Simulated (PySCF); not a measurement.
WOF3, SMILES [F][W+](=[O])([F])[F], charge +1, multiplicity 1.

Geometry: B3LYP-D3(BJ)/def2-SVP. The multiplicity is an assumed one; other spin states were not compared. The isomer is the one that the SMILES or the coordinates give; other isomers of the formula were not compared. The def2 effective core potentials stand for the cores of W; spin–orbit coupling is left out.

All values below come from PBE0/def2-TZVP in PySCF.

Symmetry labels are those of the subgroup Cs that the program uses (full group C3v).

Computed valence orbital energies around the gap with their symmetry:
| orbital | symmetry | energy (eV) |
|---|---|---|
| HOMO−7 | A" | -21.51 |
| HOMO−6 | A' | -20.64 |
| HOMO−5 | A" | -20.08 |
| HOMO−4 | A' | -20.08 |
| HOMO−3 | A" | -19.97 |
| HOMO−2 | A' | -18.88 |
| HOMO−1 | A' | -18.29 |
| HOMO | A" | -18.29 |
| LUMO | A' | -10.16 |
| LUMO+1 | A" | -10.16 |
| LUMO+2 | A" | -8.41 |
| LUMO+3 | A' | -8.41 |
